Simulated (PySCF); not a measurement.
Frontier levels across methods

C6H5FO.
Cartesian coordinates in Å at the PBE0-D3(BJ)/def2-SVP level; atoms count from 1:
```xyz
13
C6H5FO angstrom
O     -2.0303   -0.9644   -0.9244
C     -0.8630   -0.4955   -0.4320
C      0.2300   -0.1810   -1.2447
C      1.4118    0.3022   -0.6854
C      1.4932    0.4680    0.6896
F      2.6230    0.9305    1.2304
C      0.4163    0.1595    1.5136
C     -0.7607   -0.3223    0.9527
H     -1.9655   -1.0366   -1.8821
H      0.1594   -0.3137   -2.3288
H      2.2719    0.5519   -1.3096
H      0.5119    0.3006    2.5920
H     -1.6205   -0.5721    1.5772
```

Basis pcSseg-1 throughout (PySCF), one geometry. One conformer (not necessarily the lowest) at the PBE0-D3(BJ)/def2-SVP geometry, without solvent, vibrations or thermal averaging.

Q: How do the orbital energies, the gap and the dipole change with the method?

A: 
| method | kind | HOMO (eV) | LUMO (eV) | gap (eV) | μ (D) | SCF cycles |
| --- | --- | --- | --- | --- | --- | --- |
| OPBE | GGA | -5.37 | -1.33 | 4.04 | 2.02 | 16 |
| PBE | GGA | -5.40 | -1.43 | 3.96 | 2.03 | 16 |
| BP86 | GGA | -5.51 | -1.54 | 3.97 | 2.04 | 15 |
| PBE0 | global hybrid | -6.52 | -0.60 | 5.92 | 2.07 | 14 |
| mPW1PW91 | global hybrid | -6.56 | -0.62 | 5.93 | 2.07 | 13 |
| BHandHLYP | global hybrid | -7.45 | 0.40 | 7.85 | 2.10 | 13 |
| CAM-B3LYP | range-separated hybrid | -7.72 | 0.49 | 8.22 | 2.07 | 13 |
| HF | Hartree–Fock | -8.71 | 2.90 | 11.61 | 2.13 | 12 |
| LC-wPBE | range-separated hybrid | -8.96 | 1.48 | 10.44 | 2.05 | 14 |

The HOMO spans 3.60 eV, from OPBE down to LC-wPBE, and the gap runs from 3.96 eV (PBE) to 11.61 eV (HF). Over the methods OPBE (0 %), PBE (0 %), BP86 (0 %), PBE0 (25 %), mPW1PW91 (25 %), BHandHLYP (50 %), HF (100 %), a straight line through the gap against the share of exact exchange rises by 0.76 eV for each 10 % (correlation coefficient 1.000). The dipole ranges from 2.02 D (OPBE) to 2.13 D (HF). This basis has no diffuse functions.

The vertical ΔSCF ionisation energy at wB97X-D/def2-SVPD is 8.57 eV; −ε(HOMO) comes closest to it with HF (8.71 eV).
